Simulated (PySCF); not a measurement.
Molecule: SMILES O=COc1ccccn1, C6H5NO2.

Bonds (- single, = double, # triple, : aromatic): O1=C2, C2-O3, O3-C4, C4:C5, C5:C6, C6:C7, C7:C8, C8:N9, N9:C4. C2 carries H10; C5 carries H11; C6 carries H12; C7 carries H13; C8 carries H14.

Frames of a GFN2-xTB Langevin trajectory at 600 K; GIAO PBE0/pcSseg-1 shieldings in PySCF 2.14, gas phase, non-relativistic; equivalent atoms averaged within each frame.

Shifts are taken against calculated references (same method and geometry level): H2O for $^{17}$O (σref 336.08); TMS for $^{13}$C (σref 186.93), $^{1}$H (σref 31.72); $^{15}$N (σref 267.73) vs NH3. The references are static minima.

Question: How do the shifts (ppm) fluctuate along the trajectory?

Answer: 
```csv
time (fs),O1,O3,C2,C8,C4,C6,C7,C5,N9,H10
optimised geometry,443.7,272.8,163.6,154.8,163.9,144.2,126.9,122.4,334.6,8.42
250,549.5,282.6,181.2,161.0,159.6,149.6,131.0,121.6,343.8,9.16
425,458.8,291.0,161.4,169.2,166.1,146.2,133.6,123.5,350.5,9.04
625,434.9,264.5,161.9,155.8,164.3,152.3,134.0,136.4,334.2,8.29
800,549.3,296.4,170.8,165.8,184.0,155.7,125.6,116.7,348.7,8.73
1000,468.0,318.2,164.7,155.7,180.7,157.0,123.3,120.0,374.1,8.35
mean of frames,492.1,290.5,168.0,161.5,170.9,152.2,129.5,123.6,350.3,8.71
standard deviation,53.7,19.6,8.3,6.0,10.7,4.4,4.8,7.5,14.8,0.40
```

5 frames give an uncertainty of the mean of about the standard deviation over 2.2 at best, since frames this close in time may not be independent; classical motion lacks zero-point vibration, and the reference would need the same averaging.
